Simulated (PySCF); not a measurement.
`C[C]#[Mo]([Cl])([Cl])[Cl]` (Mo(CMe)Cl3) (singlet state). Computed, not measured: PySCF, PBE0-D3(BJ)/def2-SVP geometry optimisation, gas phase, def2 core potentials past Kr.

```
atom  x, y, z in Å
Mo1   -0.0654   -0.0017   -1.5564
C2     0.0657   -0.0080    0.1435
C3     0.1160   -0.0123    1.6016
H4     0.6737    0.8627    1.9721
H5    -0.9062    0.0239    2.0125
H6     0.6085   -0.9271    1.9686
Cl7    2.0868   -0.0095   -2.2611
Cl8   -1.2201    1.9021   -1.9483
Cl9   -1.2263   -1.8996   -1.9583
```

Q: Which two atoms are farthest apart?

A: H5···Cl7, 5.22 Å; the next longest distance is 5.17 Å.

Q: Work out the bond lengths Mo1–Cl7, Mo1–Cl8, Mo1–Cl9, C3–H4, C3–H6 in bohr.

A: For Mo1–Cl7 the difference vector is (2.1522, -0.0078, -0.7047) Å, of length 2.2646 Å. 1 bohr = 0.529177 Å. Mo1–Cl7 4.280; Mo1–Cl8 4.272; Mo1–Cl9 4.272; C3–H4 2.082; C3–H6 2.082 bohr.

Q: How far apart are these pairs, which share no bond: Mo1···C3, C2···Cl7, C2···Cl8, C3···Cl7, H4···H5, H5···Cl9, Cl7···Cl8?

A: Mo1···C3 3.163 Å (2 bonds apart); C2···Cl7 3.141 Å (2 bonds apart); C2···Cl8 3.111 Å (2 bonds apart); C3···Cl7 4.336 Å (3 bonds apart); H4···H5 1.789 Å (2 bonds apart); H5···Cl9 4.424 Å (4 bonds apart); Cl7···Cl8 3.832 Å (2 bonds apart).

Q: What are the angles Cl8–Mo1–Cl9, C2–Mo1–Cl9, Cl7–Mo1–Cl8, C2–Mo1–Cl8, Mo1–C2–C3, C2–C3–H5, C2–C3–H6, H4–C3–H6?

A: From the scalar product of the two bond vectors; for Cl8–Mo1–Cl9 it is -2.1152 Å² over 2.2608 × 2.2608 Å², cos θ = -0.4138. Cl8–Mo1–Cl9 114.4°; C2–Mo1–Cl9 102.3°; Cl7–Mo1–Cl8 115.7°; C2–Mo1–Cl8 102.4°; Mo1–C2–C3 177.6°; C2–C3–H5 109.9°; C2–C3–H6 110.5°; H4–C3–H6 108.7°.

Q: What is the repulsion energy of the bare nuclei, Σ ZA·ZB/RAB?

A: 893.73 Eh over 36 pairs, with full nuclear charges and distances in bohr; the largest single term is 167.12 Eh (Mo1 with Cl9, or a pair equal to it).

Q: Where is the centre of mass (commonest isotopes), and what is the radius of gyration?

A: Mass 229.835 u; centre at (-0.071, -0.003, -1.484) Å; Rg = √(Σ m r²/M) = 1.784 Å. As Ia + Ib + Ic = 2 Σ m r², the three principal moments sum to 1463.6 u·Å².

Q: Write the matrix of distances between heavy atoms (Å, lower triangle).

A: 
```
Mo1   0.000
C2    1.705  0.000
C3    3.163  1.459  0.000
Cl7   2.265  3.141  4.336  0.000
Cl8   2.261  3.111  4.249  3.832  0.000
Cl9   2.261  3.109  4.247  3.826  3.802  0.000
```

Stationary, but not proved a minimum.
